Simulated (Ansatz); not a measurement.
`BO[SiH2]C#C` → `BC1=C[SiH2]O1`  (isomerisation)

Computed with Ansatz on PBE0-D4/def2-TZVP structures; ΔE is electronic, products minus reactants. CBS: MP2 limit from def2 TZ/QZ plus the TZ coupled-cluster correction, frozen cores. DFT in def2-TZVPP. Each species was taken in one conformer, which may not be the lowest.

`BO[SiH2]C#C`:

Cartesian coordinates in Å:
```
B -0.452 1.269 1.759
O -0.437 0.062 1.159
Si -0.726 -0.389 -0.405
C 0.841 -0.911 -1.167
C 1.868 -1.258 -1.695
H -0.733 2.253 1.126
H -0.184 1.320 2.926
H -1.664 -1.532 -0.377
H -1.288 0.751 -1.168
H 2.778 -1.565 -2.158
```

`BC1=C[SiH2]O1`:

Cartesian coordinates in Å:
```
B 1.373 -0.264 1.431
C 0.345 -0.007 0.310
C -0.742 -0.738 -0.048
Si -0.971 0.567 -1.326
O 0.428 1.111 -0.537
H 2.282 0.483 1.619
H 1.222 -1.240 2.103
H -1.087 -1.654 0.402
H -2.110 1.509 -1.202
H -0.740 0.233 -2.752
```

```tsv
level	ΔE (kJ/mol)
PBE-QIDH	127.8
r2SCAN	124.8
MP2/def2-SVP	159.0
MP2/def2-TZVPP	153.7
```

(1) What does CCSD(T)/CBS give? (Estimate.)

Largest T1 diagnostic among the species: 0.014.

Answers

(1) The calculation gave: +147.8 kJ/mol. The listed levels differ from it by -20.0, -23.0, 11.2, 5.9 kJ/mol.

Leaving LDA and LC-ωPBE aside and taking each functional with its dispersion term where it has one, the values, not all of them listed here, spread over 43.4 kJ/mol, from PBE-D4 to B2PLYP. LDA lies −21.3 kJ/mol from PBE without D4. From PBE to PBE0 (25 % exact exchange), in def2-TZVPP and without D4, ΔE moves by +3.1 kJ/mol. In def2-TZVPP, CCSD(T) changes the Hartree–Fock value by −26.8 kJ/mol (the triples alone add −4.7 kJ/mol) and MP2 by −20.4 kJ/mol.
